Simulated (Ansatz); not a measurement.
Program: Ansatz. Geometries: PBE0-D4/def2-TZVP. ΔE: electronic, gas phase. CBS: MP2 limit from def2 TZ/QZ plus the TZ coupled-cluster correction, frozen cores.

Reaction (redistribution): `[SiH3]C1CB1Cl` + `C[Si](C)(Cl)Cl` → `C[Si](C)([SiH3])Cl` + `ClB1CC1Cl`

`[SiH3]C1CB1Cl`:

Cartesian coordinates in Å:
```
Si -1.184 -0.844 -0.630
C 0.499 -0.106 -0.376
C 0.584 1.291 0.346
B 1.087 0.028 1.007
Cl 1.860 -0.734 2.335
H -1.090 -2.306 -0.884
H -1.888 -0.204 -1.775
H -1.993 -0.617 0.598
H 1.185 -0.269 -1.206
H -0.357 1.751 0.636
H 1.297 2.009 -0.051
```

`C[Si](C)(Cl)Cl`:

```xyz
11

C     0.599   -1.146   -0.947
Si   -0.590   -0.170    0.082
C     0.128    1.355    0.846
Cl   -2.186    0.376   -1.098
Cl   -1.309   -1.381    1.583
H     1.445   -1.474   -0.338
H     0.109   -2.027   -1.364
H     0.976   -0.536   -1.771
H     0.961    1.093    1.502
H    -0.626    1.879    1.436
H     0.493    2.032    0.070
```

`C[Si](C)([SiH3])Cl`:

```xyz
14

C    -0.371    1.231   -1.356
Si    0.357    0.295    0.083
C    -0.580    0.635    1.659
Si    0.521   -2.000   -0.359
Cl    2.308    0.967    0.350
H     0.209    1.066   -2.266
H    -0.382    2.304   -1.146
H    -1.399    0.905   -1.540
H    -0.591    1.707    1.871
H    -0.122    0.123    2.508
H    -1.614    0.292    1.567
H    -0.833   -2.595   -0.547
H     1.186   -2.698    0.775
H     1.311   -2.232   -1.598
```

`ClB1CC1Cl`:

Cartesian coordinates in Å:
```
Cl 1.123 -1.392 -1.981
B 0.319 -0.451 -0.804
C 0.130 0.877 -0.098
C -0.514 -0.414 0.468
Cl 0.140 -1.114 1.943
H -0.581 1.630 -0.424
H 0.982 1.297 0.432
H -1.598 -0.432 0.464
```

```tsv
species	CCSD(T)/CBS(def2) energy (Eh)
`[SiH3]C1CB1Cl`	-853.36013
`C[Si](C)(Cl)Cl`	-1288.49641
`C[Si](C)([SiH3])Cl`	-1119.53555
`ClB1CC1Cl`	-1022.24527
```

**Question.** Work out ΔE.

**Answer.** ΔE = (-1119.53555) + (-1022.24527) − (-853.36013) − (-1288.49641) = 0.07572 Eh = +198.8 kJ/mol.

Largest T1 diagnostic among the species: 0.012.

From PBE to PBE0 (25 % exact exchange), in def2-TZVPP and without D4, ΔE moves by +10.4 kJ/mol.
